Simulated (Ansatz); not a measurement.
An input meant for SnBr₂ (charge 0, singlet; atoms displaced at random, 0.15 Å in each coordinate).

```yaml
crystal:
  periodic: [false, false, false]
  atoms:
    - {symbol: Sn, position_ang: [-0.488054, 0.469061, 0.887110]}
    - {symbol: Br, position_ang: [0.415427, -1.563226, 0.528746]}
    - {symbol: Br, position_ang: [0.201333, 1.389178, -1.306299]}
basis:
  gaussian: {orbitals: def2-mTZVP, final_grid: {core_spheres: 1, valence_spheres: 1, degree: 5}}
hamiltonian: {xc: {name: PBE}}
scf: {omitted_lower_state_checks: [starts]}
output: {forces: true}
```

```sh
$ ansatz run in.yaml --threads 4 --pin off --events-out ev --progress --plain --max-ram 3916MiB
```

Output, abridged:

```
Functional definition: PBE
1109 factors; their error is unknown
mean field evaluation 1: about -145904.8233 eV, gradient 1.7e1 eV
mean field evaluation 2: about -145903.0766 eV, gradient 2.8e1 eV
mean field evaluation 4: about -145905.6010 eV, gradient 2.0e0 eV
mean field evaluation 8: about -145870.2213 eV, gradient 2.8e2 eV
mean field evaluation 16: about -145942.3890 eV, gradient 2.0e0 eV
mean field evaluation 32: about -145942.4861 eV, gradient 8.8e-3 eV
mean field -145942.47693979 eV, -5363.2871041733 hartree, gradient 7.0e-5 eV, S^2 0.000000; 0 other end points of the search recorded, 0 dependent functions left out
reference -145942.47694056 eV, -5363.2871042017 hartree; 46, 46 occupied and 62, 62 virtual orbitals, 1109 factors
Total energy: -145942.47694056 eV, -5363.2871042017 hartree
Atom 0 at    -0.488054     0.469061     0.887110 Å, force     1.983404     1.814047    -5.663130 eV/Å
Atom 1 at     0.415427    -1.563226     0.528746 Å, force    -0.187542    -0.096607     0.477263 eV/Å
Atom 2 at     0.201333     1.389178    -1.306299 Å, force    -1.795862    -1.717440     5.185867 eV/Å
Dipole moment:    -0.281611     0.070172     0.549402 e Å
Checks for a lower state left out: starts
```

Task: Something in this input is off. What?

Result: The integration grid is far too coarse. Self-consistency was reached. The result belongs to that input, not to the species as meant.
